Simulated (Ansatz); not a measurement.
Isolated molecules relaxed with PBE0-D4/def2-TZVP in Ansatz; ΔE leaves out vibrations. CBS: MP2 limit from def2 TZ/QZ plus the TZ coupled-cluster correction, frozen cores. Functionals use def2-TZVPP. For Ga outer-core shells are correlated without core-valence functions, which leaves a few kJ/mol of doubt a bond. Scalar relativity is left out up to krypton. Each species was taken in one conformer, which may not be the lowest.

Reaction (formal exchange of groups at a Ga–N bond): `C=[N][GaH2]` + `CC[SiH2]P` → `P[SiH2][GaH2]` + `C=NCC`

```tsv
species	BLYP-D4 energy (Eh)
`C=[N][GaH2]`	-2020.16559
`CC[SiH2]P`	-712.48339
`P[SiH2][GaH2]`	-2559.37403
`C=NCC`	-173.25495
```

Work out ΔE.

ΔE = (-2559.37403) + (-173.25495) − (-2020.16559) − (-712.48339) = 0.02000 Eh = +12.6 kcal/mol. CCSD(T)/CBS gives +12.4 kcal/mol.

Largest T1 diagnostic among the species: 0.017.

In def2-TZVPP, CCSD(T) changes the Hartree–Fock value by +1.0 kcal/mol (the triples alone add +0.3 kcal/mol) and MP2 by +3.0 kcal/mol. Leaving LDA and LC-ωPBE aside and taking each functional with its dispersion term where it has one, the values, not all of them listed here, spread over 2.9 kcal/mol, from HSE06-D4 to CAM-B3LYP-D4. LDA lies +1.4 kcal/mol from PBE without D4.
